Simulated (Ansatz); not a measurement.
# Molecular dynamics of BCl2HO

Input file:

```yaml
crystal:
  periodic: [false, false, false]
  atoms:
    - { symbol: B, position_ang: [-0.015578, -0.037547, 0.002785] }
    - { symbol: O, position_ang: [-0.013671, -0.114181, 1.32697] }
    - { symbol: H, position_ang: [-0.860511, -0.157956, 1.742991] }
    - { symbol: Cl, position_ang: [1.519719, 0.048089, -0.860528] }
    - { symbol: Cl, position_ang: [-1.539459, -0.019805, -0.915118] }
basis:
  gaussian: { orbitals: def2-SVPD }
hamiltonian:
  xc: hf
md:
  timestep: 0.5
  n_steps: 150
  ensemble: nvt_langevin
  temperature: 400.0
  initial_velocities: maxwell_boltzmann
  seed: 215323
  friction: 0.01
```

Run as:

```bash
$ ansatz run input.yaml --threads 1 --pin off --max-ram 2048MiB --backend cpu --events-out ev --progress --plain --runs-dir out
```

It starts from a relaxed structure.

Output, in part (one step line in 2, the closing report, with atoms numbered from 0):

```
md step     0: t =     0.00 fs  T =   320.0 K  F+E_penalty+E_count = -27726.45674405 eV  E_kin = 0.206816 eV  (34 SCF iters)
md step     2: t =     1.00 fs  T =   308.2 K  F+E_penalty+E_count = -27726.44962114 eV  E_kin = 0.199178 eV  (35 SCF iters)
md step     4: t =     2.00 fs  T =   275.9 K  F+E_penalty+E_count = -27726.43748457 eV  E_kin = 0.178340 eV  (35 SCF iters)
md step     6: t =     3.00 fs  T =   290.3 K  F+E_penalty+E_count = -27726.42859121 eV  E_kin = 0.187630 eV  (35 SCF iters)
md step     8: t =     4.00 fs  T =   239.5 K  F+E_penalty+E_count = -27726.41405735 eV  E_kin = 0.154789 eV  (34 SCF iters)
md step    10: t =     5.00 fs  T =   218.8 K  F+E_penalty+E_count = -27726.39230670 eV  E_kin = 0.141407 eV  (34 SCF iters)
md step    12: t =     6.00 fs  T =   171.2 K  F+E_penalty+E_count = -27726.37776446 eV  E_kin = 0.110643 eV  (34 SCF iters)
md step    14: t =     7.00 fs  T =   163.1 K  F+E_penalty+E_count = -27726.36836452 eV  E_kin = 0.105415 eV  (35 SCF iters)
md step    16: t =     8.00 fs  T =   134.3 K  F+E_penalty+E_count = -27726.35593010 eV  E_kin = 0.086819 eV  (34 SCF iters)
md step    18: t =     9.00 fs  T =   101.8 K  F+E_penalty+E_count = -27726.34730044 eV  E_kin = 0.065763 eV  (34 SCF iters)
md step    20: t =    10.00 fs  T =   106.8 K  F+E_penalty+E_count = -27726.35077136 eV  E_kin = 0.069036 eV  (35 SCF iters)
md step    22: t =    11.00 fs  T =   116.8 K  F+E_penalty+E_count = -27726.35222347 eV  E_kin = 0.075475 eV  (35 SCF iters)
md step    24: t =    12.00 fs  T =   115.9 K  F+E_penalty+E_count = -27726.34329632 eV  E_kin = 0.074898 eV  (35 SCF iters)
md step    26: t =    13.00 fs  T =   123.6 K  F+E_penalty+E_count = -27726.34487831 eV  E_kin = 0.079898 eV  (35 SCF iters)
md step    28: t =    14.00 fs  T =   150.6 K  F+E_penalty+E_count = -27726.36112554 eV  E_kin = 0.097327 eV  (35 SCF iters)
md step    30: t =    15.00 fs  T =   183.1 K  F+E_penalty+E_count = -27726.37410350 eV  E_kin = 0.118363 eV  (34 SCF iters)
md step    32: t =    16.00 fs  T =   190.9 K  F+E_penalty+E_count = -27726.38017809 eV  E_kin = 0.123368 eV  (34 SCF iters)
md step    34: t =    17.00 fs  T =   206.0 K  F+E_penalty+E_count = -27726.38633914 eV  E_kin = 0.133114 eV  (34 SCF iters)
md step    36: t =    18.00 fs  T =   224.5 K  F+E_penalty+E_count = -27726.39046725 eV  E_kin = 0.145093 eV  (35 SCF iters)
md step    38: t =    19.00 fs  T =   214.2 K  F+E_penalty+E_count = -27726.38688143 eV  E_kin = 0.138405 eV  (35 SCF iters)
md step    40: t =    20.00 fs  T =   196.0 K  F+E_penalty+E_count = -27726.37198865 eV  E_kin = 0.126655 eV  (35 SCF iters)
md step    42: t =    21.00 fs  T =   156.5 K  F+E_penalty+E_count = -27726.35474539 eV  E_kin = 0.101173 eV  (35 SCF iters)
md step    44: t =    22.00 fs  T =   157.3 K  F+E_penalty+E_count = -27726.34835306 eV  E_kin = 0.101677 eV  (35 SCF iters)
md step    46: t =    23.00 fs  T =   163.2 K  F+E_penalty+E_count = -27726.34368601 eV  E_kin = 0.105460 eV  (35 SCF iters)
md step    48: t =    24.00 fs  T =   145.8 K  F+E_penalty+E_count = -27726.32651929 eV  E_kin = 0.094225 eV  (35 SCF iters)
md step    50: t =    25.00 fs  T =   109.9 K  F+E_penalty+E_count = -27726.30293822 eV  E_kin = 0.071012 eV  (35 SCF iters)
md step    52: t =    26.00 fs  T =   108.9 K  F+E_penalty+E_count = -27726.29848020 eV  E_kin = 0.070412 eV  (56 SCF iters)
md step    54: t =    27.00 fs  T =   154.2 K  F+E_penalty+E_count = -27726.30508075 eV  E_kin = 0.099688 eV  (35 SCF iters)
md step    56: t =    28.00 fs  T =   178.4 K  F+E_penalty+E_count = -27726.30495568 eV  E_kin = 0.115293 eV  (34 SCF iters)
md step    58: t =    29.00 fs  T =   198.0 K  F+E_penalty+E_count = -27726.31199065 eV  E_kin = 0.127990 eV  (34 SCF iters)
md step    60: t =    30.00 fs  T =   236.6 K  F+E_penalty+E_count = -27726.33573789 eV  E_kin = 0.152882 eV  (34 SCF iters)
md step    62: t =    31.00 fs  T =   235.0 K  F+E_penalty+E_count = -27726.35781142 eV  E_kin = 0.151860 eV  (35 SCF iters)
md step    64: t =    32.00 fs  T =   234.5 K  F+E_penalty+E_count = -27726.35676402 eV  E_kin = 0.151562 eV  (34 SCF iters)
md step    66: t =    33.00 fs  T =   212.1 K  F+E_penalty+E_count = -27726.34873861 eV  E_kin = 0.137070 eV  (34 SCF iters)
md step    68: t =    34.00 fs  T =   227.6 K  F+E_penalty+E_count = -27726.34927004 eV  E_kin = 0.147077 eV  (34 SCF iters)
md step    70: t =    35.00 fs  T =   196.7 K  F+E_penalty+E_count = -27726.34445134 eV  E_kin = 0.127120 eV  (35 SCF iters)
md step    72: t =    36.00 fs  T =   149.8 K  F+E_penalty+E_count = -27726.32484553 eV  E_kin = 0.096794 eV  (35 SCF iters)
md step    74: t =    37.00 fs  T =   121.0 K  F+E_penalty+E_count = -27726.31382898 eV  E_kin = 0.078180 eV  (34 SCF iters)
md step    76: t =    38.00 fs  T =   124.2 K  F+E_penalty+E_count = -27726.32001945 eV  E_kin = 0.080293 eV  (35 SCF iters)
md step    78: t =    39.00 fs  T =   130.9 K  F+E_penalty+E_count = -27726.32753078 eV  E_kin = 0.084582 eV  (35 SCF iters)
md step    80: t =    40.00 fs  T =   114.6 K  F+E_penalty+E_count = -27726.32603699 eV  E_kin = 0.074048 eV  (35 SCF iters)
md step    82: t =    41.00 fs  T =   120.1 K  F+E_penalty+E_count = -27726.33138456 eV  E_kin = 0.077610 eV  (35 SCF iters)
md step    84: t =    42.00 fs  T =   152.5 K  F+E_penalty+E_count = -27726.36002782 eV  E_kin = 0.098552 eV  (34 SCF iters)
md step    86: t =    43.00 fs  T =   230.0 K  F+E_penalty+E_count = -27726.39004415 eV  E_kin = 0.148621 eV  (34 SCF iters)
md step    88: t =    44.00 fs  T =   263.8 K  F+E_penalty+E_count = -27726.39801587 eV  E_kin = 0.170512 eV  (35 SCF iters)
md step    90: t =    45.00 fs  T =   290.7 K  F+E_penalty+E_count = -27726.39568915 eV  E_kin = 0.187857 eV  (35 SCF iters)
md step    92: t =    46.00 fs  T =   283.2 K  F+E_penalty+E_count = -27726.40673108 eV  E_kin = 0.183042 eV  (35 SCF iters)
md step    94: t =    47.00 fs  T =   310.9 K  F+E_penalty+E_count = -27726.42070979 eV  E_kin = 0.200903 eV  (35 SCF iters)
md step    96: t =    48.00 fs  T =   299.4 K  F+E_penalty+E_count = -27726.40764624 eV  E_kin = 0.193479 eV  (34 SCF iters)
md step    98: t =    49.00 fs  T =   240.4 K  F+E_penalty+E_count = -27726.37680899 eV  E_kin = 0.155386 eV  (34 SCF iters)
md step   100: t =    50.00 fs  T =   263.8 K  F+E_penalty+E_count = -27726.37130792 eV  E_kin = 0.170463 eV  (34 SCF iters)
md step   102: t =    51.00 fs  T =   284.3 K  F+E_penalty+E_count = -27726.37919007 eV  E_kin = 0.183715 eV  (34 SCF iters)
md step   104: t =    52.00 fs  T =   295.4 K  F+E_penalty+E_count = -27726.36988363 eV  E_kin = 0.190928 eV  (34 SCF iters)
md step   106: t =    53.00 fs  T =   276.5 K  F+E_penalty+E_count = -27726.35047912 eV  E_kin = 0.178672 eV  (34 SCF iters)
md step   108: t =    54.00 fs  T =   253.2 K  F+E_penalty+E_count = -27726.35076740 eV  E_kin = 0.163670 eV  (34 SCF iters)
md step   110: t =    55.00 fs  T =   322.9 K  F+E_penalty+E_count = -27726.37854917 eV  E_kin = 0.208717 eV  (34 SCF iters)
md step   112: t =    56.00 fs  T =   354.9 K  F+E_penalty+E_count = -27726.40458677 eV  E_kin = 0.229386 eV  (34 SCF iters)
md step   114: t =    57.00 fs  T =   320.6 K  F+E_penalty+E_count = -27726.40125997 eV  E_kin = 0.207217 eV  (34 SCF iters)
md step   116: t =    58.00 fs  T =   294.1 K  F+E_penalty+E_count = -27726.39522605 eV  E_kin = 0.190050 eV  (34 SCF iters)
md step   118: t =    59.00 fs  T =   306.3 K  F+E_penalty+E_count = -27726.40280355 eV  E_kin = 0.197977 eV  (55 SCF iters)
md step   120: t =    60.00 fs  T =   331.4 K  F+E_penalty+E_count = -27726.39858049 eV  E_kin = 0.214154 eV  (34 SCF iters)
md step   122: t =    61.00 fs  T =   279.5 K  F+E_penalty+E_count = -27726.37094593 eV  E_kin = 0.180625 eV  (35 SCF iters)
md step   124: t =    62.00 fs  T =   231.0 K  F+E_penalty+E_count = -27726.35250881 eV  E_kin = 0.149312 eV  (34 SCF iters)
md step   126: t =    63.00 fs  T =   231.9 K  F+E_penalty+E_count = -27726.34266087 eV  E_kin = 0.149882 eV  (34 SCF iters)
md step   128: t =    64.00 fs  T =   245.6 K  F+E_penalty+E_count = -27726.33293062 eV  E_kin = 0.158704 eV  (35 SCF iters)
md step   130: t =    65.00 fs  T =   229.4 K  F+E_penalty+E_count = -27726.31577835 eV  E_kin = 0.148234 eV  (34 SCF iters)
md step   132: t =    66.00 fs  T =   287.0 K  F+E_penalty+E_count = -27726.30451591 eV  E_kin = 0.185510 eV  (35 SCF iters)
md step   134: t =    67.00 fs  T =   297.5 K  F+E_penalty+E_count = -27726.30774378 eV  E_kin = 0.192270 eV  (35 SCF iters)
md step   136: t =    68.00 fs  T =   283.6 K  F+E_penalty+E_count = -27726.30355330 eV  E_kin = 0.183319 eV  (34 SCF iters)
md step   138: t =    69.00 fs  T =   285.0 K  F+E_penalty+E_count = -27726.28983160 eV  E_kin = 0.184171 eV  (34 SCF iters)
md step   140: t =    70.00 fs  T =   310.2 K  F+E_penalty+E_count = -27726.27905566 eV  E_kin = 0.200511 eV  (34 SCF iters)
md step   142: t =    71.00 fs  T =   303.9 K  F+E_penalty+E_count = -27726.27303532 eV  E_kin = 0.196418 eV  (34 SCF iters)
md step   144: t =    72.00 fs  T =   267.9 K  F+E_penalty+E_count = -27726.27131995 eV  E_kin = 0.173149 eV  (34 SCF iters)
md step   146: t =    73.00 fs  T =   322.4 K  F+E_penalty+E_count = -27726.28323113 eV  E_kin = 0.208390 eV  (34 SCF iters)
md step   148: t =    74.00 fs  T =   351.6 K  F+E_penalty+E_count = -27726.30575801 eV  E_kin = 0.227259 eV  (34 SCF iters)
md step   150: t =    75.00 fs  T =   412.8 K  F+E_penalty+E_count = -27726.33899714 eV  E_kin = 0.266779 eV  (55 SCF iters)
Total energy: -27726.33899714 eV, -1018.9241645572 hartree
Atom 0 at    -0.082350    -0.135946     0.040464 Å, force    -0.291916    -0.131853    -1.771365 eV/Å
Atom 1 at    -0.126307    -0.083539     1.332926 Å, force    -0.407592     0.257695     1.420415 eV/Å
Atom 2 at    -0.988718     0.069956     1.665782 Å, force    -0.469120    -0.125815     0.533735 eV/Å
Atom 3 at     1.460560    -0.093480    -0.724193 Å, force     1.278553    -0.052263    -0.627459 eV/Å
Atom 4 at    -1.507048    -0.238821    -1.042871 Å, force    -0.109925     0.052236     0.444673 eV/Å
Dipole moment:    -0.293396     0.059929     0.302252 e Å
```

The run went to its last step. The mean temperature of the second half is 34 % below the set value. A run of 0.075 ps of so small a system gives no equilibrium averages.

The same pairs are bonded in the first frame and the last. Pairs count as bonded within 1.25 times the sum of covalent radii (0.12 Å more for H–H).

Last frame:

```xyz
5
Properties=species:S:1:pos:R:3
B -0.082 -0.136 0.041
O -0.126 -0.084 1.333
H -0.989 0.070 1.666
Cl 1.461 -0.093 -0.724
Cl -1.507 -0.239 -1.043
```

Run time: 120 s on 1 thread of AMD EPYC 9R45 96-Core Processor (Zen 5) (shared host), peak memory 0.22 GiB.
